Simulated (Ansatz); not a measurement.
The cluster Ga₂As₃ (the lowest doublet isomer of a short search), 5 atoms. Hardware: 4 threads of Intel Xeon on a shared host.

The 6-31G sets use Cartesian d functions. Correlated methods freeze 45 core orbitals; core or outer-core shells of Ga, As are correlated, in sets that lack core-valence functions.

Q: How many basis functions does each of these Ansatz runs have, and roughly what does it cost? HF/6-31G, charge 0 doublet, energy; r2SCAN-D4/def2-TZVP, charge 0 quartet, energy, from earlier orbitals; r2SCAN-D4/def2-SVP, charge 0 doublet, relaxation, 8 steps; PBE-D4/def2-TZVPD, charge -1 singlet at the geometry of the charge 0 doublet, energy, from earlier orbitals; r2SCAN-D4/def2-TZVP, charge 1 triplet at the geometry of the charge 0 doublet, energy, from earlier orbitals; PBE0-D4/def2-TZVPD, charge -1 singlet at the geometry of the charge 0 doublet, energy; r2SCAN-D4/def2-TZVPD, charge 0 doublet, energy, from earlier orbitals; PBE0-D4/def2-TZVP, charge 0 quartet, energy, from earlier orbitals; PBE-D4/def2-TZVPD, charge 0 doublet, energy, from earlier orbitals; PBE-D4/def2-SVP, charge 0 doublet, energy with a search over starts; PBE-D4/def2-TZVP, charge 1 singlet at the geometry of the charge 0 doublet, energy, from earlier orbitals; MP2/def2-TZVP, charge 0 quartet, energy, from earlier orbitals.

A: Other jobs shared the machine, so times can vary by a factor of up to 3. A dash marks memory too small to be measured apart from the calling script's.

```
                                                                                                         run  functions  fitting or Cholesky vectors  wall time  peak host memory (GiB)
   PBE-D4/def2-TZVP, charge 1 singlet at the geometry of the charge 0 doublet, energy, from earlier orbitals        240                         1855      6.5 s                       –
 PBE-D4/def2-TZVPD, charge -1 singlet at the geometry of the charge 0 doublet, energy, from earlier orbitals        270                         1973       10 s                    0.67
                                         PBE-D4/def2-SVP, charge 0 doublet, energy with a search over starts        160                         1799       15 s                       –
                                                                          HF/6-31G, charge 0 doublet, energy        145                         1264       18 s                    0.89
                                          PBE-D4/def2-TZVPD, charge 0 doublet, energy, from earlier orbitals        270                         1973       21 s                    0.75
                       PBE0-D4/def2-TZVPD, charge -1 singlet at the geometry of the charge 0 doublet, energy        270                         2159       26 s                     1.6
r2SCAN-D4/def2-TZVP, charge 1 triplet at the geometry of the charge 0 doublet, energy, from earlier orbitals        240                         1855       34 s                    0.66
                                        r2SCAN-D4/def2-TZVP, charge 0 quartet, energy, from earlier orbitals        240                         1855       35 s                    0.66
                                          PBE0-D4/def2-TZVP, charge 0 quartet, energy, from earlier orbitals        240                         1626       36 s                     1.2
                                       r2SCAN-D4/def2-TZVPD, charge 0 doublet, energy, from earlier orbitals        270                         1973       49 s                    0.83
                                              MP2/def2-TZVP, charge 0 quartet, energy, from earlier orbitals        240                         1626       55 s                     1.3
                                                   r2SCAN-D4/def2-SVP, charge 0 doublet, relaxation, 8 steps        160                         1799    1.8 min                       –
```
